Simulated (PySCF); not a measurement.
# Electron correlation in Re+ (rhenium, charge +1)

[Xe] 4f14 5d5 6s1, high-spin 7S determinant. All numbers are calculated (PySCF 2.14, scalar relativity through the core potential, in aug-cc-pVDZ-PP with ECP60MDF (5s5p4d2f, 54 functions)). Frozen: 5s2 5p6; 6 electrons correlated.

MP2 pair energies summed by pair of shells (mhartree):

| pair | energy | share (%) |
| --- | --- | --- |
| 5d-5d | -42.02 | 68.8 |
| 5d-6s | -19.05 | 31.2 |

Total MP2 correlation energy: -61.08 mhartree.

Same-spin part -61.08 and opposite-spin part 0.00 mhartree; SCS-MP2 scales them by 1/3 and 6/5 to -20.36 mhartree.
